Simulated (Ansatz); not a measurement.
Ansatz results at the PBE0-D4/def2-TZVP geometry: HOMO energy (ωB97M-V/def2-TZVPP) -11.29 eV; LUMO energy (B3LYP/def2-TZVPP) -2.86 eV; LUMO energy (PBE/def2-TZVPP) -3.46 eV.

(1) Which molecule gave them?
A. `C[N](C)[Nb]([F])([Cl])([Cl])[N](C)C`
B. `C[O][Nb]([NH2])(=[S])[Cl]`
C. `[CH3][Nb](=[O])([F])[Cl]`
D. `[NH2][Nb]([OH])([F])=[S]`

Answers

(1) C. The others give `[NH2][Nb]([OH])([F])=[S]`: -9.87, -2.16, -2.72; `C[O][Nb]([NH2])(=[S])[Cl]`: -9.71, -2.17, -2.74; `C[N](C)[Nb]([F])([Cl])([Cl])[N](C)C`: -9.27, -2.61, -3.17.

B3LYP here is the variant with VWN-RPA as its local correlation; programs differ in this.
